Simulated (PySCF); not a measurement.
1-ethenyl-1-fluorocyclopropane (C5H7F), SMILES FC1(C=C)CC1. Atoms are numbered in the order given.

```xyz
13

C      0.1622    -2.2328     0.0000
C      0.7001    -1.0129     0.0000
C     -0.0814     0.2360     0.0000
F     -1.4282     0.0312     0.0000
C      0.3862     1.4451     0.7515
C      0.3862     1.4451    -0.7515
H     -0.9221    -2.3663     0.0000
H      0.7894    -3.1266     0.0000
H      1.7874    -0.8802     0.0000
H     -0.3972     2.0172     1.2544
H      1.3365     1.3875     1.2885
H      1.3365     1.3875    -1.2885
H     -0.3972     2.0172    -1.2544
```

Coordinates come from a PBE0-D3(BJ)/def2-SVP optimisation. Other conformers were not sampled.

Computed with SMD-PBE0/def2-SVP (PySCF).

Solvation free energies are E(SMD) − E(gas) at the gas-phase geometry, for 1 M in both phases. In vacuum the dipole moment is 1.59 D.

Computed solvation free energies in water, methanol, toluene:
```csv
solvent,ΔG(solv) (kcal/mol),its non-electrostatic (CDS) part,dipole (D)
water,-0.4,3.9,2.22
methanol,-4.1,0.1,2.20
toluene,-3.9,-1.9,1.85
```
